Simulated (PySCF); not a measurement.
SnClF3.
Cartesian coordinates in Å at the PBE0-D3(BJ)/def2-SVP level; atoms count from 1:
```
atom  x, y, z in Å
Sn1    0.0044    0.0011   -0.0402
Cl2   -0.2783   -0.0421    2.2351
F3     1.8535   -0.0079   -0.5078
F4    -0.7731    1.5608   -0.8158
F5    -0.8065   -1.5120   -0.8714
```

Computed, not measured: TDDFT PBE0/def2-SVPD, vertical, gas phase, core orbitals frozen in the response, def2 core potentials past Kr in PySCF. Spin–orbit coupling is left out.

Broadening: Gaussians 0.25 eV wide at half height, area fixed by f = 4.319×10⁻⁹ ∫ε dν̃. The cross-section is σ = 3.8235×10⁻²¹ ε cm², given in Mb (10⁻¹⁸ cm²). The width is an assumption, not a result. The curve ends short of the highest state used, and states not computed would add to its high-energy end.

E (eV), σ (Mb) and a bar:
```
     4.91       0.02 
     4.97       0.10 
     5.03       0.48 
     5.09       1.58 
     5.15       3.80 #
     5.21       6.65 ##
     5.27       8.45 ###
     5.33       7.80 ##
     5.39       5.23 ##
     5.45       2.55 #
     5.51       0.90 
     5.57       0.23 
     5.63       0.04 
     5.69       0.01 
     5.75       0.00 
     5.81       0.00 
     5.87       0.00 
     5.93       0.00 
     5.99       0.00 
     6.05       0.00 
     6.11       0.00 
     6.17       0.00 
     6.23       0.00 
     6.29       0.02 
     6.35       0.11 
     6.41       0.54 
     6.47       2.13 #
     6.53       6.87 ##
     6.59      18.23 ######
     6.65      39.55 ############
     6.71      68.43 ######################
     6.77      92.13 #############################
     6.83      94.93 ##############################
     6.88      78.85 #########################
     6.94      48.85 ###############
     7.00      22.84 #######
     7.06       8.04 ###
     7.12       2.12 #
     7.18       0.42 
     7.24       0.06 
     7.30       0.01 
     7.36       0.00 
     7.42       0.00 
     7.48       0.00
```

Problem. Where are the band maxima, and which computed states make them?

Solution. 235 nm (5.29 eV), ε about 2200, made up of S1 (50%) and S2 (50%); 182 nm (6.81 eV), ε about 25000, made up of S6 (70%), S7 (14%) and S8 (14%) (ε in L mol⁻¹ cm⁻¹; maxima over ε = 5, shares over 10%). At its high-energy end, 7.48 eV, the curve is still rising (ε about 0.0012, from S8 and S9). The states used: S1 5.28 eV (f 0.010); S2 5.29 eV (f 0.010); S3 6.52 eV (f 0.0000); S4 6.66 eV (f 0.0090); S5 6.66 eV (f 0.0091); S6 6.79 eV (f 0.165); S7 6.86 eV (f 0.037); S8 6.86 eV (f 0.037); S9 8.08 eV (f 0.087).

Problem. What would ε be at 6.81 eV, the highest of these maxima, with half the width (0.125 eV)?

Solution. About 43600 L mol⁻¹ cm⁻¹ against 25400, a factor of about 1.7; a lone state at its own centre would give exactly 2.

Problem. Coming from long wavelengths, where does ε first pass 100 L mol⁻¹ cm⁻¹?

Solution. At about 247 nm (5.02 eV), 0.26 eV below S1.

Problem. On this curve, what absorbance would a 10⁻⁵ mol/L sample give at 248 nm over a 1 cm path?

Solution. 248 nm is 4.999 eV, where ε is about 60 L mol⁻¹ cm⁻¹, so A = ε c l ≈ 0.0006 (Beer–Lambert, with the gas-phase spectrum and the assumed width).

The vertical ionisation energy (ΔSCF) is 13.32 eV, 5.24 eV above S9.

The run took 27 s wall (grids of density and orbitals included) on an x86-64 server with one thread, on a shared host.
